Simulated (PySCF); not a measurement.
Al(F)2(SH) (AlF2HS), SMILES [F][Al]([F])[SH]. Atoms are numbered in the order given.

```xyz
5

Al    -0.0039    -0.4535     0.0000
F     -1.3880    -1.3580     0.0000
F      1.4618    -1.2232     0.0000
S     -0.1155     1.7061     0.0000
H      1.2343     1.8291     0.0000
```

The structure is a stationary point at B3LYP-D3(BJ)/def2-SVP. Other conformers were not sampled.

The numbers are results of B3LYP/pcJ-1 (PySCF), not measurements.

Isotropic couplings with Fermi-contact, spin-dipole and both spin-orbit terms, one fixed conformer, no vibrational averaging. Isotopes: 19F, 1H.

Computed spin–spin coupling constants:
```tsv
pair	bonds apart	J (Hz)
F2–F3	2	-135.6
F2–H5	3	3.1
F3–H5	3	0.9
```
